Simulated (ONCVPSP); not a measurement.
# Li (Z = 3), ONCV: configuration errors across variants

```
Element                 : Li (Z = 3)
Generator               : ONCVPSP 4.0.1
Type                    : optimised norm-conserving Vanderbilt (ONCV)
Functional              : LDA (Perdew-Zunger)
Relativity              : non-relativistic
Frozen core             : none
Valence charge          : 3
Reference configuration : 1s2 2s1
Partial waves           : 1s+2s: rc 1.25 bohr, ncon 4, nbas 8, qcut 10.4 1/bohr, 2 projectors; p scattering state at 0.18 Ha: rc 1.30 bohr, ncon 5, nbas 8, qcut 6.9 1/bohr, 3 projectors, debl 2 Ha; d scattering state at 0.09 Ha: rc 1.35 bohr, ncon 4, nbas 7, qcut 7.4 1/bohr, 2 projectors, debl 0.8 Ha
Local potential         : polynomial inside 1.20 bohr (lpopt 5, dvloc0 0 Ha)
Core correction         : none
```

All-electron excitation energies from the reference (eV): (1) 1s2 2s0 5.239; (2) 1s2 2s0.5 2.044; (3) 1s2 2s0 2p1 1.753; (4) 1s1 2s1 67.372.

A true bound ghost makes a file unfit for plane-wave use even where its test errors are small: the radial tests pick states by their node count and pass the ghost by.

Errors AE − PS in meV (a dash: test not solved or not reliable):

```json
{"change": "base", "(1)": "+0.3", "(2)": "0.0", "(3)": "+0.5", "(4)": "+985", "bound ghosts": "none", "GHOST(+) flags above zero": "none"}
{"change": "p: qcut 4.2", "(1)": "+0.3", "(2)": "0.0", "(3)": "+0.5", "(4)": "+985", "bound ghosts": "p", "GHOST(+) flags above zero": "none"}
{"change": "p: qcut 4.8", "(1)": "+0.3", "(2)": "0.0", "(3)": "+0.5", "(4)": "+985", "bound ghosts": "p", "GHOST(+) flags above zero": "none"}
{"change": "p: qcut 5.9", "(1)": "+0.3", "(2)": "0.0", "(3)": "+0.5", "(4)": "+985", "bound ghosts": "none", "GHOST(+) flags above zero": "p"}
{"change": "p: qcut 7.1", "(1)": "+0.3", "(2)": "0.0", "(3)": "+0.5", "(4)": "+985", "bound ghosts": "none", "GHOST(+) flags above zero": "none"}
{"change": "p: qcut 8.2", "(1)": "+0.3", "(2)": "0.0", "(3)": "+0.5", "(4)": "+985", "bound ghosts": "none", "GHOST(+) flags above zero": "none"}
{"change": "p: qcut 8.9", "(1)": "+0.3", "(2)": "0.0", "(3)": "+0.5", "(4)": "+985", "bound ghosts": "none", "GHOST(+) flags above zero": "none"}
{"change": "p: qcut 9.7", "(1)": "+0.3", "(2)": "0.0", "(3)": "+0.5", "(4)": "+985", "bound ghosts": "none", "GHOST(+) flags above zero": "none"}
{"change": "p: qcut 10.3", "(1)": "+0.3", "(2)": "0.0", "(3)": "+0.5", "(4)": "+985", "bound ghosts": "none", "GHOST(+) flags above zero": "none"}
```

(1) Give the same row for: p: qcut 6.3.

Results:

(1) +0.3, 0.0, +0.5, +985; bound ghosts: none; GHOST(+) flags above zero: p.
